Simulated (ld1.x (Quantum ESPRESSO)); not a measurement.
## Sc (Z = 21), RRKJ: configuration errors across variants

Sc (Z = 21), norm-conserving RRKJ (Kleinman–Bylander form), made with ld1.x (Quantum ESPRESSO) 7.5 (PBEsol, scalar-relativistic). Core [Ne] 3s2, reference 3p6 3d1 4s2 4p0. Waves: 3p (bound): rc 1.20 bohr; 3d (bound): rc 1.80 bohr; 4s (bound): rc 2.95 bohr. Local part: the s channel. Core correction: Bessel-smoothed model core inside 1.10 bohr.

All-electron excitation energies from the reference (eV): (1) 3p6 3d1 4s1 4p0 6.903; (2) 3p6 3d1 4s0 4p0 19.554; (3) 3p6 3d0 4s0 4p0 44.372; (4) 3p6 3d0 4s2 4p0 8.396; (5) 3p6 3d1 4s1.5 4p0 2.758; (6) 3p6 3d0 4s2 4p1 3.489; (7) 3p6 3d1 4s1 4p1 2.791.

Errors AE − PS in meV (a dash: test not solved or not reliable):

```csv
change,(1),(2),(3),(4),(5),(6),(7),bound ghosts
base,-2.7,-26,+20,-71,-0.6,-834,-479,none
wave 4s (bound): rc 2.95 bohr becomes 4s (bound): rc 2.00 bohr,+5.3,-14,-117,+292,+1.1,-412,-372,none
wave 4s (bound): rc 2.95 bohr becomes 4s (bound): rc 2.36 bohr,-0.9,-22,-32,-5.3,-0.2,-757,-456,none
wave 4s (bound): rc 2.95 bohr becomes 4s (bound): rc 2.94 bohr,-2.7,-26,+20,-71,-0.6,-834,-479,none
wave 4s (bound): rc 2.95 bohr becomes 4s (bound): rc 3.38 bohr,-2.5,-33,-30,-38,-0.4,-815,-480,none
wave 4s (bound): rc 2.95 bohr becomes 4s (bound): rc 4.36 bohr,-5.9,-149,-464,+192,0.0,-707,-509,none
```

Task: Give the same row for: wave 4s (bound): rc 2.95 bohr becomes 4s (bound): rc 4.00 bohr.

Result: -3.9, -85, -249, +87, -0.2, -756, -493; bound ghosts: none.
